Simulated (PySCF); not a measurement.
PySCF calculation with GIAO PBE0/pcSseg-1 shieldings and GFN2-xTB structure; no solvent model, equivalent nuclei averaged, one computed conformer, non-relativistic Hamiltonian.

Scale: ¹H (σref 31.72), ¹³C (σref 186.93) against TMS (reference shieldings calculated alike). Shifts are as computed. Against solution values, carbons near 30 ppm lie about +3 ppm off and those near 130 ppm about +5 ppm; carbons on Cl a further +6 ppm. Of 1211 compounds with measured shifts, 218 miss one by over three times the rms of a fit or turn the order of signals round; such compounds aren't used in these exercises. Carbons bonded to Cl come out too deshielded.

**Question.** Order these molecules by the shift of their most deshielded carbon-bound hydrogen, lowest δ first.
A. C#Cc1nnncc1C=C
B. C=C[Si@@H](C(=C)O[SiH3])C(Cl)Cl
C. C#Cc1ccccc1C(=O)OC
D. COc1nnc(Cl)o1

**Answer.** D (4.32 ppm, hydrogen on a methyl carbon bonded to O), B (6.81 ppm, hydrogen on a terminal =CH2 carbon), C (8.50 ppm, hydrogen on an aromatic CH), A (9.37 ppm, hydrogen on an aromatic CH next to a ring nitrogen).

**Question.** Order these molecules by the shift of their most shielded carbon-bound hydrogen, lowest δ first.
A. C=CP(C)C(=O)OC
B. COc1nnc(Cl)o1
C. C#Cc1ccccc1C(=O)OC
D. C=C[Si@@H](C(=C)O[SiH3])C(Cl)Cl

**Answer.** A (1.47 ppm, hydrogen on a methyl carbon bonded to P), C (3.27 ppm, hydrogen on a terminal alkyne carbon), B (4.32 ppm, hydrogen on a methyl carbon bonded to O), D (5.03 ppm, hydrogen on a β carbon of an enol-ether or enamine type C=C).

**Question.** How many ¹³C and ¹H signals does each give (equivalence by symmetry and fast rotation, but not about amide C–N or C=N bonds)? `C=C[Si@@H](C(=C)O[SiH3])C(Cl)Cl`, `C=CP(C)C(=O)OC`, `C#Cc1nnncc1C=C`, `C#Cc1ccccc1C(=O)OC`, `COc1nnc(Cl)o1`

**Answer.** C=C[Si@@H](C(=C)O[SiH3])C(Cl)Cl: 5 C, 8 H; C=CP(C)C(=O)OC: 5 C, 5 H; C#Cc1nnncc1C=C: 7 C, 5 H; C#Cc1ccccc1C(=O)OC: 10 C, 6 H; COc1nnc(Cl)o1: 3 C, 1 H.
